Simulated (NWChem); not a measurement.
Species: CH$_{6}$FNSi$_{2}$; SMILES N1[Si@H](C[SiH2]1)F

```xyz
11

F     -0.0324    -2.1084    -0.6621
Si     0.0122    -0.8973     0.4265
C      1.3386     0.3828     0.0592
Si    -0.0874     1.6037    -0.2184
N     -1.2051     0.3038     0.1694
H     -0.0053    -1.5884     1.7438
H      2.0078     0.6323     0.8960
H      1.9461     0.1568    -0.8299
H     -0.2171     2.1544    -1.6033
H     -0.1257     2.7551     0.7362
H     -2.2155     0.2750     0.2227
```
Atoms are numbered in this order, from 1.

Program: NWChem. All runs use the structure optimised with PBE0/def2-SVP. Level: B3LYP/def2-SVP with SMD (1 M gas to 1 M solution), gas-phase geometry. Reactions with the solvent are ignored.

For solvent tetrahydrofuran:

```
Quantity                          Result
--------------------------------  ------
solvation free energy (kcal/mol)    -2.5
dipole in solution (D)              1.75
```

**Question.** What are these values for solvent cyclohexane?

**Answer.** 
| Item | Result |
|---|---|
| solvation free energy (kcal/mol) | -1.5 |
| dipole in solution (D) | 1.63 |
